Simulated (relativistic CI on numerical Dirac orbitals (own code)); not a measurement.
## Transition arrays of Zr XX

Method of calculation: Dirac-Coulomb-Breit CI, KLI orbitals optimised for each configuration, QED by a radiative potential, valence Slater integrals scaled by 0.9, whole transition arrays (own radial code, finite nucleus).

CI space (outside the closed core [Ne] 3s2): 3p6 3d3, 3p6 3d2 4f, 3p5 3d4, 3p6 3d2 4p, 3p6 3d2 5f. Levels of other configurations are missing.

All E1 lines from the levels of 3p6 3d3; mean and standard deviation are weighted by gf, and upper levels are sorted by their leading configuration.

| Upper configuration | Lines | Σgf | Mean (eV) | Mean (nm) | σ (eV) | Strongest line (nm) |
| --- | --- | --- | --- | --- | --- | --- |
| 3p6 3d2 4f | 721 | 274.7 | 447.50 | 2.771 | 4.43 | 2.752 |
| 3p5 3d4 | 1718 | 176.3 | 156.82 | 7.906 | 11.62 | 7.650 |
| 3p6 3d2 4p | 466 | 14.1 | 351.20 | 3.530 | 4.31 | 3.532 |
| 3p6 3d2 5f | 721 | 86.3 | 574.20 | 2.159 | 4.79 | 2.150 |

Σgf per state of the lower configuration in bins of 0.2 nm over the central range (centre: value): 2.1: 0.70, 2.7: 1.98, 2.9: 0.31, 3.5: 0.11, 7.1: 0.04, 7.3: 0.26, 7.5: 0.19, 7.7: 0.25, 7.9: 0.22, 8.1: 0.10, 8.3: 0.11, 8.5: 0.07, 8.7: 0.07, 8.9: 0.04.

Problem. How do configuration mixing and the scaling of the Slater integrals move the arrays?

Solution. Slater scale 0.9, no configuration mixing: 3p6 3d2 4f 447.3 ± 4.4 eV (Σgf 261.3), 3p5 3d4 156.9 ± 11.6 eV (Σgf 185.0), 3p6 3d2 4p 351.3 ± 4.2 eV (Σgf 15.2), 3p6 3d2 5f 574.1 ± 4.8 eV (Σgf 70.0); Slater scale 1: 3p6 3d2 4f 448.0 ± 4.9 eV (Σgf 277.3), 3p5 3d4 159.3 ± 12.5 eV (Σgf 177.9), 3p6 3d2 4p 351.2 ± 4.8 eV (Σgf 14.0), 3p6 3d2 5f 574.4 ± 5.3 eV (Σgf 87.2); Slater scale 0.8: 3p6 3d2 4f 447.0 ± 4.0 eV (Σgf 272.1), 3p5 3d4 154.4 ± 10.8 eV (Σgf 174.7), 3p6 3d2 4p 351.2 ± 3.9 eV (Σgf 14.2), 3p6 3d2 5f 574.0 ± 4.3 eV (Σgf 85.3). With mixing, levels are counted to their leading configuration, so an array can shrink or vanish into another, and the sums then hold other lines.
